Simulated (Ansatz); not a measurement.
`c1ccc(-c2ccc(-c3ccc(-c4ccccc4)cc3)cc2)cc1`, relaxed as a singlet with RKS r2SCAN-D4/def2-SVP in Ansatz, starting from the GFN2-xTB geometry. Force threshold 0.03 eV/Å.

Single mean-field runs in def2-SVP are fitted with def2-universal-jkfit.

Start:

```xyz
42

C    -7.4299   -2.2509   -0.6143
C    -6.7745   -1.7156   -1.7105
C    -5.4519   -1.3263   -1.6065
C    -4.7748   -1.4449   -0.3966
C    -3.3696   -1.0218   -0.2807
C    -2.4129   -1.4856   -1.1794
C    -1.0910   -1.1055   -1.0569
C    -0.7012   -0.2135   -0.0621
C     0.7020    0.2113    0.0563
C     1.0299    1.5631    0.1043
C     2.3486    1.9628    0.1937
C     3.3696    1.0206    0.2830
C     4.7739    1.4468    0.3996
C     5.3151    2.3525   -0.5080
C     6.6372    2.7442   -0.4057
C     7.4305    2.2513    0.6169
C     6.8979    1.3576    1.5311
C     5.5814    0.9504    1.4183
C     3.0395   -0.3317    0.2571
C     1.7243   -0.7309    0.1226
C    -1.6618    0.2685    0.8224
C    -2.9750   -0.1473    0.7279
C    -5.4456   -1.9729    0.7023
C    -6.7610   -2.3834    0.5910
H    -8.4599   -2.5630   -0.6996
H    -7.2974   -1.5997   -2.6489
H    -4.9403   -0.9041   -2.4596
H    -2.7083   -2.1663   -1.9652
H    -0.3527   -1.4817   -1.7511
H     0.2426    2.3014    0.0474
H     2.5944    3.0152    0.2136
H     4.6986    2.7312   -1.3103
H     7.0510    3.4344   -1.1270
H     8.4616    2.5612    0.7013
H     7.5097    0.9771    2.3364
H     5.1634    0.2570    2.1337
H     3.8244   -1.0722    0.3212
H     1.4760   -1.7823    0.0898
H    -1.3672    0.9603    1.5987
H    -3.7107    0.2231    1.4276
H    -4.9204   -2.0806    1.6402
H    -7.2656   -2.8100    1.4458
```

**Question.** Estimate the energy that the relaxation releases and the steps that it takes.

**Answer.** 0.30 eV, in 12 steps; 53 s on 2 threads of AMD EPYC 7R13 on a shared host and a share (18 GiB) of an NVIDIA H100 80GB HBM3. The force fell under the threshold at step 10, but the optimiser went on. No frequencies were taken in this run, so the end may be a saddle point.

**Question.** Does the start keep its bonding and symmetry?

**Answer.** By distances, no bond broke or formed. The bond that changes most is C4–C23, from 1.39 to 1.41 Å (atoms count from 1). Point group D2 at the start, D2 at the end, both within 0.05 Å.

**Question.** Predict the relaxed structure.

**Answer.** 
Cartesian coordinates in Å:
```
C -7.5336 -2.2820 -0.6252
C -6.6999 -2.2862 -1.7486
C -5.3681 -1.8838 -1.6380
C -4.8383 -1.4656 -0.4014
C -3.4267 -1.0381 -0.2842
C -2.4129 -1.6512 -1.0448
C -1.0841 -1.2498 -0.9336
C -0.7051 -0.2132 -0.0590
C 0.7050 0.2138 0.0580
C 1.0432 1.5604 0.2931
C 2.3719 1.9628 0.4020
C 3.4268 1.0379 0.2846
C 4.8383 1.4654 0.4018
C 5.2581 2.7191 -0.0847
C 6.5898 3.1220 0.0253
C 7.5336 2.2817 0.6254
C 7.1319 1.0341 1.1141
C 5.8005 0.6302 1.0030
C 3.0889 -0.3088 0.0512
C 1.7604 -0.7110 -0.0609
C -1.7196 0.4009 0.7006
C -3.0479 -0.0028 0.5915
C -5.6905 -1.4659 0.7204
C -7.0219 -1.8699 0.6097
H -8.5772 -2.5981 -0.7119
H -7.0921 -2.5979 -2.7217
H -4.7331 -1.8647 -2.5290
H -2.6697 -2.4701 -1.7230
H -0.3247 -1.7372 -1.5520
H 0.2495 2.3089 0.3730
H 2.5980 3.0146 0.6003
H 4.5345 3.3728 -0.5813
H 6.8949 4.0965 -0.3686
H 8.5772 2.5980 0.7120
H 7.8600 0.3726 1.5937
H 5.4924 -0.3360 1.4138
H 3.8843 -1.0511 -0.0627
H 1.5339 -1.7685 -0.2252
H -1.4586 1.1970 1.4039
H -3.8127 0.5073 1.1843
H -5.2938 -1.1727 1.6971
H -7.6626 -1.8712 1.4970
```
Bond lengths: 27 × C–C 1.39 to 1.48 Å; 18 × C–H 1.09 Å.
